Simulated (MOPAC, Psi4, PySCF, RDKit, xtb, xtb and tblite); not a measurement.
Two geometries of SMILES C=Cc1cccs1 (C6H6S), relaxed at GFN2-xTB with one dihedral held; other torsions can differ between them too.

Structure A

```
13

C      2.4998     0.6278    -0.4516
C      1.6313    -0.0465     0.2831
C      0.1872    -0.0204     0.0584
C     -0.7745     0.5662     0.8228
C     -2.0832     0.3513     0.3344
C     -2.1025    -0.4167    -0.7824
S     -0.5218    -0.8895    -1.2695
H      3.5564     0.6042    -0.2475
H      2.1850     1.2127    -1.3002
H      1.9613    -0.6185     1.1429
H     -0.5519     1.1496     1.6986
H     -2.9660     0.7509     0.8007
H     -2.9463    -0.7418    -1.3577
```

Structure B

```
13

C      2.4637     0.6568    -0.4423
C      1.6090    -0.0839     0.2576
C      0.1807    -0.1026     0.0750
C     -0.6089     0.5897    -0.8053
C     -1.9790     0.2954    -0.6741
C     -2.2297    -0.6167     0.3020
S     -0.7930    -1.1360     1.0826
H      3.5216     0.6203    -0.2511
H      2.1400     1.3209    -1.2248
H      1.9775    -0.7390     1.0366
H     -0.2213     1.2879    -1.5245
H     -2.7468     0.7430    -1.2799
H     -3.1732    -1.0188     0.6136
```

Q: Which is lower in energy at the level Psi4 1.11 with DF-MP2 (frozen core)/cc-pVTZ // GFN2-xTB, and by how much?

A: B is lower, by 3.06 kcal/mol (dihedral C1–C2–C3–S7: 75° in A, 180° in B).

E(B) − E(A) in kcal/mol at the other levels, on the same two geometries: GFN2-xTB (xtb and tblite) -4.44; MMFF94 // GFN2-xTB (RDKit) -4.92; PBE/def2-TZVP // GFN2-xTB (Psi4) -4.25; PBE-D3(BJ)/def2-TZVP // GFN2-xTB (Psi4) -4.28; HF/cc-pVTZ // GFN2-xTB (Psi4) -1.86; UFF // GFN2-xTB (RDKit) -6.45; AM1, restricted, heats of formation // GFN2-xTB (MOPAC) -1.80; PM6, restricted, heats of formation // GFN2-xTB (MOPAC) -0.65; GFN1-xTB // GFN2-xTB (xtb) -4.29; restricted B3LYP/6-31G*, spherical d, density fitting // GFN2-xTB (PySCF) -3.80; restricted Hartree-Fock/6-31G*, spherical d, density fitting // GFN2-xTB (PySCF) -1.69; restricted MP2 (frozen core)/3-21G // GFN2-xTB (PySCF) -1.40; restricted M06-2X/6-31G*, spherical d, density fitting // GFN2-xTB (PySCF) -2.97.
